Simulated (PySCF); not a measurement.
Compound: C8H5NO.
Geometry (PBE0-D3(BJ)/def2-SVP, Å), atoms numbered from 1 in this order:
```xyz
15
C8H5NO angstrom
N      3.335    1.523    1.169
C      2.736    0.708    0.605
C      2.003   -0.352   -0.126
O      2.627   -1.239   -0.656
C      0.531   -0.231   -0.140
C     -0.202   -1.211   -0.825
C     -1.587   -1.135   -0.863
C     -2.246   -0.084   -0.218
C     -1.520    0.891    0.465
C     -0.131    0.820    0.506
H      0.343   -2.018   -1.319
H     -2.162   -1.895   -1.397
H     -3.336   -0.027   -0.249
H     -2.039    1.710    0.968
H      0.445    1.582    1.040
```

Level: PBE0/pcSseg-1 in PySCF, non-relativistic, on one gas-phase PBE0-D3(BJ)/def2-SVP geometry that isn't relaxed in the solvent. The solvent is an IEF-PCM continuum (Bondi radii, 1.10 Å for H, scaled by 1.2). Specific hydrogen bonds and non-electrostatic terms are outside this model.

```tsv
run	E − E(gas) (kcal/mol)	HOMO (eV)	HOMO–LUMO gap (eV)	dipole (D)
gas	0.00	-8.21	5.25	5.04
P	-3.04	-8.04	5.12	5.67
Q	-5.50	-7.94	5.02	6.17
R	-4.80	-7.96	5.04	6.03
```

**Question.** The runs were made in benzene, chloroform and tetrahydrofuran. Which run belongs to which solvent?

**Answer.** P = benzene, Q = tetrahydrofuran, R = chloroform. The dielectric constants are 2.271 (benzene), 4.711 (chloroform), 7.426 (tetrahydrofuran), and the energy falls further as ε rises. In this model the ground state sees the solvent through ε alone.

**Question.** How constant is the ratio of the lowering to (ε − 1)/(2ε + 1)?

**Answer.** 
```tsv
solvent	(ε − 1)/(2ε + 1)	E − E(gas) (kcal/mol)	ratio (kcal/mol)	polarisation term (kcal/mol)
benzene	0.229	-3.04	-13.3	-3.28
chloroform	0.356	-4.80	-13.5	-5.37
tetrahydrofuran	0.405	-5.50	-13.6	-6.24
```

The ratio changes by +2.1 % in size from benzene to tetrahydrofuran. The polarisation term is half the interaction of the solute with the induced surface charges.

Hardware: one thread of an Arm Neoverse V2 (shared host). Cost: 27 s. This is the whole shielding run at PBE0/pcSseg-1 in tetrahydrofuran, SCF included.
